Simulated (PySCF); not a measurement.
hexafluorodisilane (F6Si2), SMILES F[Si](F)(F)[Si](F)(F)F.

Geometry optimised at PBE-D3(BJ)/def2-SVP. Other conformers were not sampled.

Level of theory: PBE-D3(BJ)/def2-SVP in PySCF 2.14.0.

Frequencies are harmonic and unscaled.

Modes within 1.5 cm⁻¹ of each other (mostly degenerate sets) share a row, with their intensities summed.

| mode | ν (cm⁻¹) | IR (km/mol) | moving atoms (share of kinetic energy) |
|---|---|---|---|
| 1 | 21 | 0.0 | F 100 % |
| 2–3 | 83 | 6.6 | F 95 % |
| 4–5 | 177 | 0.0 | F 89 %, Si 11 % |
| 6 | 204 | 0.0 | F 92 %, Si 8 % |
| 7–8 | 280 | 49.0 | F 86 %, Si 14 % |
| 9–10 | 308 | 0.0 | F 75 %, Si 25 % |
| 11 | 368 | 188.9 | F 55 %, Si 45 % |
| 12 | 510 | 0.0 | F 53 %, Si 47 % |
| 13 | 785 | 217.4 | F 78 %, Si 22 % |
| 14 | 870 | 0.0 | F 56 %, Si 44 % |
| 15–16 | 956 | 0.0 | F 50 %, Si 50 % |
| 17–18 | 964 | 527.7 | F 52 %, Si 48 % |
